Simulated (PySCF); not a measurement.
B3LYP has the VWN-RPA correlation part, as in Gaussian. 

# C3H6Si, SMILES `C=C=C[SiH3]` (charge 0, multiplicity 1)

Method: PySCF with B3LYP-D3(BJ)/def2-TZVP.

```
Item                             Value
-------------  -----------------------
HOMO                          -7.31 eV
dipole moment                   0.51 D
HOMO–LUMO gap                  6.91 eV
LUMO                          -0.41 eV
total energy              -407.4504 Ha
cost           roughly 50 core-seconds
```

Bonds (Å): C1–C2 1.301, C1–H5 1.084, C1–H6 1.084, C2–C3 1.302, C3–Si4 1.865, C3–H7 1.088, Si4–H8 1.479, Si4–H9 1.483, Si4–H10 1.483. Bond angles (°): C2–C1–H5 121.2, C2–C1–H6 121.2, H5–C1–H6 117.6, C1–C2–C3 178.1, C2–C3–Si4 122.1, C2–C3–H7 118.5, Si4–C3–H7 119.4, C3–Si4–H8 109.2, C3–Si4–H9 110.2, C3–Si4–H10 110.2, H8–Si4–H9 109.7, H8–Si4–H10 109.7, H9–Si4–H10 107.7.
Charge 0, spin multiplicity 1.
